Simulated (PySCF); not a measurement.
## Two-component Hartree-Fock for Eu⁺ (europium, charge +1)

Start: [Xe] 4f7 6s1; 4f7/2 filled at m_j = -5/2, -3/2, -1/2, +1/2, +3/2, +5/2, +7/2; 6s1/2 filled at m_j = +1/2. Calculated with PySCF 2.14 in x2c-TZVPall-2c (11s11p10d4f1g, 131 functions): generalised Hartree-Fock with the X2C-1e Hamiltonian and a Gaussian nucleus; spin-orbit coupling (SO) screened by Boettger's factors. This is a chosen level, not necessarily the ground level.

| spinor shell | electrons | ε, screened SO (eV) | weight of nominal j (screened SO) | rms radius, screened SO (bohr) |
| --- | --- | --- | --- | --- |
| 1s1/2 | 2 | -48756.8 | 1.000 | 0.0254 |
| 2s1/2 | 2 | -8128.2 | 1.000 | 0.103 |
| 2p1/2 | 2 | -7695.4 | 1.000 | 0.0881 |
| 2p3/2 | 4 | -7042.9 | 1.000 | 0.0944 |
| 3s1/2 | 2 | -1841.7 | 1.000 | 0.266 |
| 3p1/2 | 2 | -1654.2 | 1.000 | 0.257 |
| 3p3/2 | 4 | -1517.9 | 1.000 | 0.270 |
| 3d3/2 | 4 | -1197.0 | 0.995 | 0.242 |
| 3d5/2 | 6 | -1167.2 | 0.996 | 0.246 |
| 4s1/2 | 2 | -391.92 | 1.000 | 0.602 |
| 4p1/2 | 2 | -318.74 | 0.966 | 0.621 |
| 4p3/2 | 4 | -286.54 | 0.983 | 0.648 |
| 4d3/2 | 4 | -165.44 | 0.722 | 0.705 |
| 4d5/2 | 6 | -155.89 | 0.814 | 0.711 |
| 5s1/2 | 2 | -60.560 | 1.000 | 1.50 |
| 5p1/2 | 2 | -38.869 | 0.875 | 1.69 |
| 5p3/2 | 4 | -33.765 | 0.937 | 1.80 |
| 4f7/2 | 7 | -20.385 | 0.532 | 1.02 |
| 6s1/2 | 1 | -10.489 | 1.000 | 4.30 |

```tsv
quantity	screened SO
E (hartree)	-10843.15695
M_J	4
⟨J²⟩	20.007
⟨L²⟩	0.098
⟨S²⟩	19.941
```

Each row is a mean over spinors that exchange with the open shell spreads, by up to 17.869 eV (4d5/2).

Rows whose weight is well below 1 are mixtures of j = l ± 1/2: exchange outweighs spin-orbit coupling there, and the label is only the starting occupation.

Breit and QED terms are absent; they matter most for the inner s and p1/2 levels.

Densities and radii are taken from the X2C orbitals without a picture-change correction, which distorts them close to the nucleus.
